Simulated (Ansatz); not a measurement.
```xyz
2

B     0.0000    0.0000    0.0000
N     0.0000    0.0000    2.6600
```

Basis set: pcseg-2 (spherical functions). Charge 0, multiplicity 3.

Computed with Ansatz (development build ahead of 0.2.0); each method stands on the lowest determinant of its kind that the runs found.

Q: Give the atomization energy at this shape (free ground-state atoms in the same class of orbitals less the molecule, no zero-point energy) of triplet BN by PBE (unrestricted), ROHF.

A:

```json
{"method": "PBE (unrestricted)", "atomization energy": "18.54 kcal/mol"}
{"method": "ROHF", "atomization energy": "-53.20 kcal/mol"}
```

Caution: the shape is not the minimum. Caution for PBE (unrestricted): the unrestricted determinant is spin contaminated. Caution for ROHF: stretched shape with no unrestricted run beside it, a lower state can exist; the molecule lies well above its atoms at this level.
